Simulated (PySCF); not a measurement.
Compound: C2H8FNSi2.
Geometry (GFN2-xTB, Å), atoms numbered from 1 in this order:
```xyz
14
C2H8FNSi2 angstrom
F      1.3729   -2.1555    0.2523
C      0.5247   -1.1731   -0.2612
C     -0.6516   -0.9563    0.6819
Si    -1.4173    0.7355    0.2874
N      0.0342    1.4724   -0.3221
Si     1.4421    0.4886   -0.5428
H      0.1695   -1.5872   -1.2122
H     -1.3589   -1.7834    0.6200
H     -0.2640   -0.9500    1.7021
H     -2.4497    0.6718   -0.7536
H     -1.9008    1.4471    1.4723
H      0.0641    2.4575   -0.5180
H      2.4684    0.7177    0.4747
H      1.9656    0.6144   -1.9031
```

The calculation used TDDFT PBE0/def2-SVPD, vertical, gas phase, core orbitals frozen in the response (PySCF).

Kohn–Sham orbitals with the atoms that hold most of them (Löwdin shares over 4%, at most four atoms; ? is withheld):

| orbital | ε (eV) | atoms |
| --- | --- | --- |
| HOMO-3 | -9.54 | C3 15%, Si4 15%, Si6 13%, H10 12% |
| HOMO-2 | -8.94 | C3 31%, F1 20%, Si4 19%, C2 8% |
| HOMO-1 | -8.22 | ? |
| HOMO | -7.45 | N5 53%, Si6 11%, Si4 10%, H13 6% |
| LUMO | ? | ? |
| LUMO+1 | 0.43 | Si4 25%, Si6 18%, C3 9%, C2 6% |
| LUMO+2 | 0.81 | Si4 22%, Si6 20%, H14 7%, H11 7% |

Question: Which atoms hold the LUMO, and with what shares?

Answer: Si6 (bonded to C, N and 2 H) 20%; Si4 (bonded to C, N and 2 H) 19%; H12 (bonded to N) 10%; N5 (bonded to 2 Si and H) 8%. By element: silicon 40%, hydrogen 10% or more, nitrogen 8%.

Question: Which atoms hold the HOMO-1, and with what shares?

Answer: C2 (bonded to C, F, Si and H) 28%; F1 (bonded to C) 23%; Si6 (bonded to C, N and 2 H) 18%; C3 (bonded to C, Si and 2 H) 8%. By element: carbon 36%, fluorine 23%, silicon 18% or more.

Question: What is the LUMO energy, and the HOMO–LUMO gap?

Answer: ε(LUMO) = -0.14 eV; the gap is 7.31 eV (0.2686 hartree).

Question: The HOMO–LUMO gap is 7.31 eV. Where does the response calculation put the lowest singlet, and from which orbitals?

Answer: S1 is at 5.93 eV (f = 0.0048), 1.38 eV below the gap, made of HOMO→LUMO (99%). Without the coupling terms of the response equations the lowest excitation would equal the gap.

Question: One configuration dominates each of S1, S2, S3 and S6. Which, and how do the shares of the two leading atoms of either orbital change from the occupied to the empty one?

Answer: 
- S1 (5.93 eV, f 0.0048), HOMO→LUMO (99%): N5 53% → 8%, Si6 11% → 20%, Si4 10% → 19%
- S2 (6.66 eV, f 0.012), HOMO→LUMO+1 (96%): N5 53% → at most 7%, Si6 11% → 18%, Si4 10% → 25%
- S3 (6.89 eV, f 0.017), HOMO-1→LUMO (88%): C2 28% → at most 9%, F1 23% → at most 9%, Si6 18% → 20%, Si4 at most 8% → 19%
- S6 (7.49 eV, f 0.013), HOMO-1→LUMO+1 (91%): C2 28% → 6%, F1 23% → at most 7%, Si4 at most 8% → 25%, Si6 18% → 18%

One conformer stands for the species.
